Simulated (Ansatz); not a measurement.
# Worked example: SnH(CH3)2(OH) + Si(CH3)2(OH)(SiH3) → SnH(CH3)2(SiH3) + Si(CH3)2(OH)2

Gas-phase species: SnH(CH3)2(OH), singlet; Si(CH3)2(OH)(SiH3), singlet; SnH(CH3)2(SiH3), singlet; Si(CH3)2(OH)2 (dimethylsilanediol), singlet. The partners trade OH for SiH3: Sn–OH and Si–SiH3 bonds give way to Sn–SiH3 and Si–OH.

Shapes, held fixed at every level: PBE0-D4/def2-TZVP. Flexible molecules stand in one conformer, not always the lowest. Programs: Ansatz 0.2.0. Electronic energies: no zero-point or thermal term.

At CCSD(T)/def2-TZVPP; 1 Eh = 2625.50 kJ/mol:

| species | energy (Eh) |
| --- | --- |
| SnH(CH3)2(OH) | -369.687058 |
| Si(CH3)2(OH)(SiH3) | -735.391151 |
| SnH(CH3)2(SiH3) | -584.785167 |
| Si(CH3)2(OH)2 | -520.339369 |

Question: Work out ΔE of the reaction at this level.

Answer: 
1. Products less reactants: (-584.785167) + (-520.339369) − [(-369.687058) + (-735.391151)] = -0.046327 Eh = -121.6 kJ/mol.

Other levels give -131.1 (HF/def2-TZVPP) to -108.1 kJ/mol (PBE-D4/def2-TZVPP). No measured value is set beside it here. For atoms past krypton def2 sets carry core potentials with scalar relativity. Outer-core shells of Sn are correlated, in sets that cover them unevenly.
